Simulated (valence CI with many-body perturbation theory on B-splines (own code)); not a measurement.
Pt7+: electric-dipole lines

Computed by configuration interaction combined with many-body perturbation theory (CI+MBPT): three valence electrons over a frozen Dirac-Fock core [Xe] 4f14, a basis of 9 s, 9 p, 10 d, 8 f, 5 g, 3 h, 1 i functions for each j, with the one-electron correlation potential Σ1 (screened to all orders), the two-electron term Σ2, the three-electron term Σ3, Breit, model QED; selected single and double excitations, second order for the rest, scaled by the run's own slope (own B-spline code, finite nucleus).

No measured levels were compared; by estimate terms of the open shell hold to 2 to 4 % of their energy, and close levels can change places; different configurations can be misplaced against each other by 1,000 to 8,000 cm⁻¹. Core correlation moves these levels by up to 16000 cm⁻¹, and in measured spectra 5 to 20 % of such shifts remained as error; rates that hang on mixing are uncertain with them. The list stops below the first excitations out of the core.

Lines 151 to 200 of 222 in falling wavelength, among levels below 39.955 eV, chosen from the strongest by gf and those to the six lowest levels. Wavelengths and rates use the calculated energies, so an error of 2000 cm⁻¹ moves a line at 360.7 Å by 0.72 % and its rate by three times that or more. Electric multipoles are in the length gauge, E1 and E2 with the static RPA response of the core. Weak lines are less certain than strong ones. Lines between different terms over intervals too small for the method are left out, as are lines whose strength nearly cancels. The highest levels of a list are the least certain.

Levels are named by their leading jj configuration (3d3/2^4 stands for four electrons in 3d with j = 3/2), which in mixed levels can hold well under half, so a name can repeat and another be missing. Letters in brackets count levels of one name in rising energy.

| λ vac (Å) | Upper | Lower | A (s⁻¹) | S (a.u.) with core polarisation | S without |
| --- | --- | --- | --- | --- | --- |
| 360.7 | (5d3/2 5d5/2 6p3/2) J=9/2 | (5d3/2 5d5/2^2) J=11/2 | 4.34e+09 | 1.01e+00 | 1.20e+00 |
| 360.3 | (5d3/2 5d5/2 6p1/2) J=3/2 [a] | (5d3/2^2 5d5/2) J=3/2 | 1.52e+09 | 1.40e-01 | 1.63e-01 |
| 359.3 | (5d3/2 5d5/2 6p1/2) J=5/2 [a] | (5d3/2^2 5d5/2) J=5/2 | 7.48e+09 | 1.03e+00 | 1.24e+00 |
| 358.7 | (5d5/2^2 6p1/2) J=3/2 | (5d3/2 5d5/2^2) J=3/2 [a] | 7.35e+09 | 6.70e-01 | 7.95e-01 |
| 358.5 | (5d3/2 5d5/2 6p1/2) J=1/2 | (5d3/2^2 5d5/2) J=3/2 | 8.61e+09 | 3.92e-01 | 4.79e-01 |
| 358.4 | (5d3/2 5d5/2 6p1/2) J=7/2 [b] | (5d3/2^2 5d5/2) J=9/2 | 4.54e+09 | 8.25e-01 | 1.00e+00 |
| 358.2 | (5d3/2 5d5/2 6p1/2) J=5/2 [b] | (5d3/2^2 5d5/2) J=3/2 | 5.99e+08 | 8.15e-02 | 1.05e-01 |
| 357.9 | (5d5/2^2 6p1/2) J=5/2 | (5d3/2 5d5/2^2) J=3/2 [a] | 2.02e+09 | 2.74e-01 | 3.32e-01 |
| 357.8 | (5d5/2^2 6p1/2) J=7/2 | (5d3/2 5d5/2^2) J=5/2 [a] | 2.74e+08 | 4.95e-02 | 6.08e-02 |
| 357.2 | (5d3/2 5d5/2 6p1/2) J=3/2 [b] | (5d3/2^2 5d5/2) J=1/2 | 1.62e+09 | 1.46e-01 | 1.68e-01 |
| 357.0 | (5d5/2^2 6p1/2) J=7/2 | (5d3/2 5d5/2^2) J=9/2 | 3.21e+09 | 5.77e-01 | 7.02e-01 |
| 356.6 | (5d3/2 5d5/2 6p1/2) J=9/2 | (5d3/2^2 5d5/2) J=7/2 | 1.68e+09 | 3.75e-01 | 4.49e-01 |
| 356.0 | (5d5/2^2 6p1/2) J=9/2 | (5d3/2 5d5/2^2) J=9/2 | 2.78e+09 | 6.18e-01 | 7.67e-01 |
| 355.3 | (5d3/2 5d5/2 6p1/2) J=5/2 [b] | (5d3/2^2 5d5/2) J=7/2 | 4.17e+09 | 5.54e-01 | 6.85e-01 |
| 355.0 | (5d5/2^2 6p1/2) J=7/2 | (5d3/2 5d5/2^2) J=7/2 [a] | 6.97e+09 | 1.23e+00 | 1.49e+00 |
| 354.4 | (5d3/2^2 6p3/2) J=3/2 | (5d3/2^2 5d5/2) J=1/2 | 2.23e+09 | 1.96e-01 | 2.29e-01 |
| 354.1 | (5d5/2^2 6p1/2) J=9/2 | (5d3/2 5d5/2^2) J=7/2 [a] | 8.70e+08 | 1.91e-01 | 2.18e-01 |
| 354.0 | (5d3/2 5d5/2 6p3/2) J=5/2 | (5d3/2 5d5/2^2) J=3/2 [a] | 1.32e+09 | 1.73e-01 | 1.88e-01 |
| 353.9 | (5d3/2 5d5/2 6p1/2) J=7/2 [b] | (5d3/2^2 5d5/2) J=7/2 | 7.24e+09 | 1.27e+00 | 1.53e+00 |
| 353.1 | (5d3/2 5d5/2 6p1/2) J=3/2 [b] | (5d3/2^2 5d5/2) J=3/2 | 6.04e+09 | 5.25e-01 | 6.24e-01 |
| 352.7 | (5d5/2^2 6p1/2) J=3/2 | (5d3/2 5d5/2^2) J=5/2 [a] | 7.88e+08 | 6.83e-02 | 7.50e-02 |
| 350.4 | (5d3/2^2 6p3/2) J=3/2 | (5d3/2^2 5d5/2) J=3/2 | 3.86e+09 | 3.28e-01 | 3.75e-01 |
| 349.2 | (5d5/2^2 6p1/2) J=5/2 | (5d3/2 5d5/2^2) J=7/2 [a] | 2.11e+09 | 2.66e-01 | 3.32e-01 |
| 349.1 | (5d3/2^2 6p3/2) J=1/2 | (5d3/2^2 5d5/2) J=1/2 | 7.55e+09 | 3.17e-01 | 3.65e-01 |
| 348.8 | (5d3/2^2 6p3/2) J=5/2 | (5d3/2^2 5d5/2) J=3/2 | 6.51e+08 | 8.18e-02 | 8.91e-02 |
| 348.8 | (5d3/2 5d5/2 6p1/2) J=3/2 [a] | (5d3/2^2 5d5/2) J=5/2 | 5.82e+09 | 4.87e-01 | 5.90e-01 |
| 348.4 | (5d3/2^2 6p3/2) J=7/2 | (5d3/2^2 5d5/2) J=9/2 | 1.37e+10 | 2.29e+00 | 2.68e+00 |
| 348.3 | (5d3/2 5d5/2 6p3/2) J=9/2 | (5d3/2 5d5/2^2) J=9/2 | 5.60e+09 | 1.17e+00 | 1.38e+00 |
| 348.3 | (5d3/2 5d5/2 6p3/2) J=7/2 | (5d3/2 5d5/2^2) J=5/2 [a] | 5.99e+08 | 1.00e-01 | 1.18e-01 |
| 347.5 | (5d3/2 5d5/2 6p3/2) J=7/2 | (5d3/2 5d5/2^2) J=9/2 | 6.76e+09 | 1.12e+00 | 1.31e+00 |
| 346.8 | (5d3/2 5d5/2 6p1/2) J=5/2 [a] | (5d3/2^3) J=3/2 | 6.43e+08 | 7.95e-02 | 9.56e-02 |
| 346.7 | (5d3/2 5d5/2 6p1/2) J=5/2 [b] | (5d3/2^2 5d5/2) J=5/2 | 4.23e+09 | 5.23e-01 | 6.23e-01 |
| 346.1 | (5d3/2^2 6p3/2) J=5/2 | (5d3/2^2 5d5/2) J=7/2 | 1.41e+10 | 1.74e+00 | 2.03e+00 |
| 345.6 | (5d3/2 5d5/2 6p3/2) J=7/2 | (5d3/2 5d5/2^2) J=7/2 [a] | 3.39e+09 | 5.52e-01 | 6.24e-01 |
| 345.5 | (5d3/2 5d5/2 6p3/2) J=5/2 | (5d3/2 5d5/2^2) J=7/2 [a] | 1.66e+10 | 2.03e+00 | 2.38e+00 |
| 345.4 | (5d3/2 5d5/2 6p1/2) J=7/2 [b] | (5d3/2^2 5d5/2) J=5/2 | 3.41e+08 | 5.55e-02 | 6.80e-02 |
| 345.2 | (5d3/2^2 6p3/2) J=1/2 | (5d3/2^2 5d5/2) J=3/2 | 2.62e+09 | 1.06e-01 | 1.21e-01 |
| 345.1 | (5d3/2^2 6p1/2) J=1/2 | (5d3/2^3) J=3/2 | 1.34e+10 | 5.43e-01 | 6.63e-01 |
| 344.2 | (5d3/2^2 6p3/2) J=7/2 | (5d3/2^2 5d5/2) J=7/2 | 2.19e+09 | 3.52e-01 | 4.03e-01 |
| 342.0 | (5d3/2 5d5/2 6p1/2) J=3/2 [b] | (5d3/2^2 5d5/2) J=5/2 | 3.64e+09 | 2.87e-01 | 3.53e-01 |
| 341.4 | (5d5/2^2 6p1/2) J=7/2 | (5d3/2^2 5d5/2) J=9/2 | 1.33e+09 | 2.08e-01 | 2.44e-01 |
| 340.6 | (5d5/2^2 6p1/2) J=9/2 | (5d3/2^2 5d5/2) J=9/2 | 1.46e+09 | 2.85e-01 | 3.48e-01 |
| 339.4 | (5d3/2^2 6p3/2) J=3/2 | (5d3/2^2 5d5/2) J=5/2 | 8.53e+09 | 6.58e-01 | 7.61e-01 |
| 339.1 | (5d5/2^2 6p1/2) J=3/2 | (5d3/2^2 5d5/2) J=1/2 | 5.42e+08 | 4.17e-02 | 5.03e-02 |
| 338.0 | (5d3/2^2 6p3/2) J=5/2 | (5d3/2^2 5d5/2) J=5/2 | 1.41e+09 | 1.61e-01 | 1.80e-01 |
| 337.3 | (5d5/2^2 6p1/2) J=7/2 | (5d3/2^2 5d5/2) J=7/2 | 2.78e+08 | 4.22e-02 | 4.72e-02 |
| 336.9 | (5d3/2 5d5/2 6p1/2) J=3/2 [a] | (5d3/2^3) J=3/2 | 4.24e+08 | 3.20e-02 | 3.88e-02 |
| 336.5 | (5d5/2^2 6p1/2) J=9/2 | (5d3/2^2 5d5/2) J=7/2 | 3.19e+08 | 6.01e-02 | 7.44e-02 |
| 336.2 | (5d3/2^2 6p3/2) J=7/2 | (5d3/2^2 5d5/2) J=5/2 | 2.84e+07 | 4.27e-03 | 4.97e-03 |
| 335.4 | (5d5/2^2 6p1/2) J=3/2 | (5d3/2^2 5d5/2) J=3/2 | 2.81e+07 | 2.09e-03 | 2.98e-03 |
